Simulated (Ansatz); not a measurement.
`F[Si](F)(F)[SiH2]` radical at its PBE0-D4/def2-TZVP geometry, where that method's forces vanish. The species carries charge 0 and has multiplicity 2.

```json
{"atom": "F1", "x (Å)": "0.869", "y (Å)": "1.557", "z (Å)": "-1.182"}
{"atom": "Si2", "x (Å)": "0.260", "y (Å)": "0.132", "z (Å)": "-0.871"}
{"atom": "F3", "x (Å)": "1.417", "y (Å)": "-0.918", "z (Å)": "-1.115"}
{"atom": "F4", "x (Å)": "-0.852", "y (Å)": "-0.161", "z (Å)": "-1.956"}
{"atom": "Si5", "x (Å)": "-0.655", "y (Å)": "0.092", "z (Å)": "1.251"}
{"atom": "H6", "x (Å)": "0.310", "y (Å)": "0.479", "z (Å)": "2.310"}
{"atom": "H7", "x (Å)": "-1.349", "y (Å)": "-1.181", "z (Å)": "1.564"}
```

Question: For each bond, give half the difference of the two atoms' forces along it (eV/Å; positive pushes the atoms apart) under PBE-D4, r2SCAN-D4, B3LYP-D4, ωB97M-V in def2-TZVPP. (Estimate.)

Answer: Ansatz gave: 
| bond | length (Å) | PBE-D4 | r2SCAN-D4 | B3LYP-D4 | ωB97M-V |
| --- | --- | --- | --- | --- | --- |
| F1–Si2 | 1.580 | 0.47 | 0.05 | 0.16 | 0.14 |
| Si2–F3 | 1.581 | 0.49 | 0.07 | 0.15 | 0.12 |
| Si2–F4 | 1.580 | 0.47 | 0.05 | 0.16 | 0.14 |
| Si2–Si5 | 2.311 | -0.33 | -0.06 | -0.03 | -0.11 |
| Si5–H6 | 1.484 | 0.12 | -0.01 | -0.07 | -0.11 |
| Si5–H7 | 1.484 | 0.12 | -0.01 | -0.07 | -0.11 |

B3LYP here is the variant with VWN-RPA as its local correlation; programs differ in this.
